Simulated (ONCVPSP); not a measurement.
# Logarithmic derivatives: fluorine, ONCV

- Element: fluorine (F)
- Generator: ONCVPSP 4.0.1
- Type: optimised norm-conserving Vanderbilt (ONCV)
- Functional: PBEsol
- Relativity: scalar-relativistic
- Frozen core: [He]
- Valence charge: 7
- Reference configuration: 2s2 2p5
- Partial waves: 2s: rc 0.70 bohr, ncon 3, nbas 6, qcut 8.9 1/bohr, 2 projectors, debl 4 Ha; 2p: rc 1.50 bohr, ncon 4, nbas 7, qcut 11.4 1/bohr, 1 projector; d scattering state at 0.19 Ha: rc 1.25 bohr, ncon 4, nbas 8, qcut 8.1 1/bohr, 2 projectors, debl 2.5 Ha
- Local potential: polynomial inside 0.45 bohr (lpopt 3, dvloc0 0 Ha)
- Core correction: Teter function, fcfact 1.5, rcfact 1.2

The phase is arctan(r·R′/R) of the radial function R(r), unwrapped; energies in Ha, scanned from -3 to 5 Ha. A pole is an energy at which the radial function vanishes at the test radius. The pseudo phase is shifted by a multiple of π to meet the all-electron one at the reference energy, and phase errors are pseudo minus all-electron; the curves can meet again beyond the range given. Levels narrower than the energy grid can be missing from the lists of poles.

Problem. For each channel, where are the poles, and over which energies does the pseudopotential scatter like the atom?

Solution.

```
channel  radius (bohr)  reference energy (Ha)  poles, all-electron  poles, pseudo  unbroken range about the reference energy with phases within 0.05 rad  phase error 1 Ha above the reference energy (rad)
      s           0.71                  -1.09                 none           none                                                        the whole range                                             +0.000
      p           1.52                  -0.41                 0.19           0.20                                                              below 1.5                                             +0.008
      d           1.27                   0.19                 none           none                                                        the whole range                                             -0.000
```

Phases in the d channel:

```
E (Ha)  all-electron  pseudo
 -2.98         1.208   1.208
 -2.54         1.183   1.183
 -2.10         1.153   1.153
 -1.66         1.116   1.116
 -1.22         1.070   1.070
 -0.78         1.012   1.012
 -0.34         0.934   0.934
  0.10         0.828   0.828
  0.54         0.678   0.678
  0.98         0.461   0.461
  1.42         0.156   0.156
  1.86        -0.217  -0.217
  2.30        -0.574  -0.574
  2.74        -0.848  -0.848
  3.18        -1.041  -1.041
  3.62        -1.176  -1.176
  4.06        -1.274  -1.274
  4.50        -1.347  -1.348
  4.94        -1.405  -1.407
```
